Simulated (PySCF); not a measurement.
arsine (AsH3), SMILES [AsH3].

Geometry: PBE-D3(BJ)/def2-TZVPD.

Two levels are set side by side: TDA-PBE/def2-TZVPD (PySCF) and TDA-M06-2X/def2-TZVPD (PySCF). Vertical, same geometry. The lowest singlet is HOMO→LUMO 99 % with PBE and HOMO→LUMO 98 % with the other functional; states are paired by order. Differences are taken from unrounded values.

```tsv
quantity	TDA-M06-2X
lowest singlet excitation (eV)	6.85
lowest triplet excitation (TDA) (eV)	5.89
first bright state (f over 0.05) (eV)	6.85
its oscillator strength	0.15
```

Q: What does TDA-PBE give, and how far is it from TDA-M06-2X? (The exact figures need the calculation; the answer reports its results.)

A: 
| quantity | TDA-PBE | TDA-PBE minus TDA-M06-2X |
|---|---|---|
| lowest singlet excitation (eV) | 6.45 | -0.40 |
| lowest triplet excitation (TDA) (eV) | 5.73 | -0.15 |
| first bright state (f over 0.05) (eV) | 6.45 | -0.40 |
| its oscillator strength | 0.15 | 0.00 |

Functionals without exact exchange tend to place singlet excitations lower, as here. Differences between two approximate levels are no errors against the true value.

Rough cost on one machine, each run with all the roots and properties that it gave: TDA-M06-2X against TDA-PBE about 6 times.
